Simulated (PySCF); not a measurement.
Q: Write Cartesian coordinates for `[O-]c1cc(F)cs1` as optimised with GFN2-xTB. (Charge -1.)

A: 
```
atom  x, y, z in Å
O1     2.6326    0.3558    0.0245
C2     1.4109    0.2547    0.0166
C3     0.5425   -0.8158   -0.0656
C4    -0.8170   -0.4715   -0.0391
F5    -1.7982   -1.4317   -0.1123
C6    -1.1204    0.8415    0.0615
S7     0.3438    1.7843    0.1332
H8     0.8986   -1.8285   -0.1429
H9    -2.0793    1.3173    0.0989
```

Orientation and origin are arbitrary. Atoms count from 1 in this order. C4 (aromatic C–F carbon) is planar (angles 121.5°, 121.3° and 117.2°, sum 360.0°, 0.00 Å off the plane of its three neighbours). The C–S distances run from 1.743 Å (C6–S7, aromatic) to 1.869 Å (C2–S7, aromatic), a spread of 0.126 Å. The 5-membered ring C2–C3–C4–C6–S7 has internal angles of 92.0° to 117.2° (sum 540°, against 540° for a flat polygon); it is planar, 0.00 Å rms from its mean plane, widest ring torsion 0°. The 7 heavy atoms lie in one plane (0.000 Å rms).

Bonds between heavy atoms (Å): O1–C2 1.226, C2–C3 1.381, C3–C4 1.403, C4–F5 1.375, C4–C6 1.351, C6–S7 1.743, C2–S7 1.869.

Computed geometry: GFN2-xTB, gas phase.

Point group: Cs (tolerance 0.08 Å). Not checked by GFN2-xTB frequencies.
